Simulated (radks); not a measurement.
The numbers below are computed, except where a source is named.
How relativity changes the ionisation of the titanium ion Ti+ ([Ar] 3d2 4s1) to Ti2+ ([Ar] 3d2). Spin-unpolarised spherical Kohn-Sham, PBE, point nucleus unless stated (finite: rms radius 3.5921 fm), a radial shooting solver on a logarithmic mesh with Libxc functionals. A level marked "c x" has the speed of light scaled by that factor and shares open shells by 2j + 1; other Dirac levels either fill j = l - 1/2 first or share by 2j + 1.

| level | E(Ti+) (hartree) | E(Ti2+) (hartree) | IE (eV) | HOMO | <r> HOMO (bohr) |
|---|---|---|---|---|---|
| non-rel. | -848.81363 | -848.31847 | 13.474 | 4s | 3.210 |
| scalar-rel. | -853.29446 | -852.79570 | 13.572 | 4s | 3.190 |
| scalar-rel., finite nucleus | -853.29264 | -852.79388 | 13.572 | 4s | 3.190 |
| Dirac, 2j+1 shares | -853.30301 | -852.80425 | 13.572 | 4s1/2 | 3.190 |
| Dirac, low j first | -853.30515 | -852.80653 | 13.568 | 4s1/2 | 3.190 |
| Dirac, 2j+1 shares, finite nucleus | -853.30120 | -852.80244 | 13.572 | 4s1/2 | 3.190 |
| Dirac, c x 1.5 | -850.79490 | -850.29815 | 13.517 | 4s1/2 | 3.201 |
| Dirac, c x 10 | -848.85797 | -848.36277 | 13.475 | 4s1/2 | 3.210 |
| Dirac, c x 100 | -848.81408 | -848.31891 | 13.474 | 4s1/2 | 3.210 |

NIST Atomic Spectra Database: 13.576 eV (measured). The relativistic part of the total energy of Ti+ is -4.488 hartree (Dirac, 2j+1 shares, finite nucleus), 0.53 % of the non-relativistic value. Spin polarisation and multiplet splitting of open shells are left out at every level.

Beside tabulated values, note that spin-unpolarised runs miss the spin-polarisation part of the exchange energy of open shells.
